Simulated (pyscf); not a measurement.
Optimised with ωB97X-D3(BJ)/def2-SVP in PySCF. MP2 and CC: frozen core, UHF for open shells. ΔMP2 is the change of the MP2 total energy from the triple- to the quadruple-zeta basis. Singlets are restricted, triplets unrestricted.

Singlet (Å):
```xyz
6

Ge    -0.3646     0.2848    -0.2834
Sn     2.1412     1.0117     0.0878
H     -1.1092     0.1870     1.0656
H     -1.1730     1.2492    -1.1752
H     -0.4416    -1.1097    -0.9411
H      2.3685    -0.4343     1.0839
```

Triplet (Å):
```xyz
6

Ge    -0.5167     0.2243    -0.3151
Sn     1.9463     0.8104     0.1608
H     -1.3233     0.1515     0.9926
H     -1.0855     1.3384    -1.2038
H     -0.6267    -1.1223    -1.0505
H      2.9134    -0.2214     1.1451
```

### Question
For these two minima of H₃Ge–SnH:, which spin state lies lower at CCSD(T)/def2-TZVPP + ΔMP2(QZVPP), and by how much (electronic energies)?

### Answer
The singlet, by 1.00 eV. Zero-point energy shifts E(triplet) − E(singlet) by +0.02 eV. Other isomers of H₃Ge–SnH: [singlet] were not searched in full and may lie lower. 

E(triplet) − E(singlet) by level (eV):

```csv
level,gap
ωB97X-D3(BJ)/def2-TZVP,+1.06
PBE/def2-TZVP,+0.98
r²SCAN/def2-TZVP,+0.79
B3LYP-D3(BJ)/def2-TZVP,+1.07
PBE0-D3(BJ)/def2-TZVP,+0.89
M06-2X/def2-TZVP,+0.65
ωB97M-D3(BJ)/def2-TZVP,+1.00
HF/def2-TZVP,+0.33
MP2/def2-QZVPP,+0.99
CCSD/def2-TZVPP,+0.89
CCSD(T)/def2-TZVPP,+0.92
CCSD(T)/def2-TZVPP + ΔMP2(QZVPP),+1.00
```

The triplet is the lowest one reached from the SCF start used. The CCSD(T) − MP2 part came from Ansatz, without density fitting, on the same reference. The frozen core leaves the outer d or s,p core shells of the metals and heavy elements correlated in the MP2 and CC values, and def2-TZVPP describes them poorly, which can shift differences by a few kcal/mol. Elements up to Kr have no core potential and no relativistic terms here. Elements past Kr carry the def2 core potentials, without spin-orbit coupling.
